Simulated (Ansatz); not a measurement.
`C[N](C)[AlH][OH]` + HI → `[OH][AlH][I]` + dimethylamine at 600 K and 1 bar (ligand exchange at the Al–N bond).

Program: Ansatz. Geometries: PBE0-D4/def2-TZVP. ΔE: electronic, gas phase. CCSD(T)/CBS adds triple-zeta CCSD(T) − MP2 to the extrapolated MP2 energy (def2 sets, frozen cores). Elements past krypton have def2 core potentials. For I outer-core shells are correlated without core-valence functions, which leaves a few kJ/mol of doubt a bond. One conformer a species, not always the lowest.

```csv
species,CCSD(T)/CBS energy (Eh),H − E (kJ/mol),S (J/(mol·K))
`C[N](C)[AlH][OH]`,-452.88698,339.1,457.9
HI,-298.03592,31.6,227.0
`[OH][AlH][I]`,-615.94705,95.5,363.7
`CNC`,-135.00321,284.6,333.5
```

H − E and S are ideal-gas, rigid-rotor, harmonic terms from PBE0-D4/def2-TZVP, for one conformer and one mirror image of each species. 1 Eh = 2625.50 kJ/mol, R = 8.31446 J/(mol·K).

**Question.** By hand: ΔE, ΔH, ΔS and ΔG.

**Answer.** ΔE = (-615.94705) + (-135.00321) − (-452.88698) − (-298.03592) = -0.02736 Eh = -71.8 kJ/mol. Δ(H − E) = 95.5 + 284.6 − 339.1 − 31.6 = 9.4, so ΔH = -62.4 kJ/mol. ΔS = 363.7 + 333.5 − 457.9 − 227.0 = 12.3 J/(mol·K). ΔG = -62.4 − 600 × (12.3)/1000 = -69.8 kJ/mol.

**Question.** By hand: the equilibrium constant, and the temperature at which ΔG would vanish if ΔH and ΔS stayed fixed.

**Answer.** log₁₀ K = −ΔG/(RT ln 10) = 6.1. ΔH and −TΔS have one sign here, so there is no such temperature.

The number of gas molecules stays the same, so ΔS is small and ΔH decides. A doubt of 5 kJ/mol in ΔE shifts log₁₀ K by 0.4 here. Other conformers and mirror images would add mixing entropy, several J/(mol·K) or more a flexible species. These are equilibria of isolated gas molecules and say nothing of rates. Largest T1 diagnostic: 0.012 (customary marks: 0.02 for closed shells, 0.045 for open ones).

ΔS is within the doubt of such terms, so its sign, and with it that verdict, could turn.
